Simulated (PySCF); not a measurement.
# [Pr(NH3)2]3+: from a saddle point downhill

PySCF 2.14.0, RKS PBE, Pr lcecp-1-SVP with ECP48, N def2-SVP, H def2-SVP; non-relativistic Hamiltonian with scalar-relativistic core potentials where named; density fitting; no spin-orbit coupling. Relaxed within the symmetry of its start, the geometry (D3d) is

```xyz
9

Pr    0.0000    0.0000    0.0000
N     0.0000    0.0000    2.5504
H     0.8142    0.4701    3.0151
H    -0.8142    0.4701    3.0151
H     0.0000   -0.9401    3.0151
N     0.0000    0.0000   -2.5504
H     0.8142   -0.4701   -3.0151
H    -0.8142   -0.4701   -3.0151
H     0.0000    0.9401   -3.0151
```

and its lowest harmonic modes are -121, -121, 43, 332, 334, 597 cm⁻¹ (negative: unstable). It was moved along the lowest mode and relaxed again.

Q: Where does it end, and how much lower?

A: In C1, nearly C2, 0.472 eV lower, after 18 steps:
```xyz
9

Pr    1.1751   -0.0467    0.0000
N    -0.1970    0.0091    2.0663
H     0.2713    0.4598    2.8907
H    -1.1100    0.5225    2.0122
H    -0.4822   -0.9248    2.4522
N    -0.1971    0.0056   -2.0664
H     0.2654   -0.4163   -2.9092
H    -1.1162   -0.4982   -2.0332
H    -0.4704    0.9584   -2.4126
```

Q: How do the contacts change?

A: 
| contact | saddle (Å) | end (Å) |
| --- | --- | --- |
| Pr1–N2 (NH3) | 2.550 | 2.481 |
| Pr1–N6 (NH3) | 2.550 | 2.481 |


Q: Is the end a minimum?

A: No, 2 of the modes stay unstable (below −25 cm⁻¹); lowest modes -73, -67, 72, 352, 357, 642 cm⁻¹.

An lcecp potential fixes the number of 4f electrons, so in runs with it no electron can move into or out of that shell.

State: singlet in the valence, with the 4f electrons in the core potential.
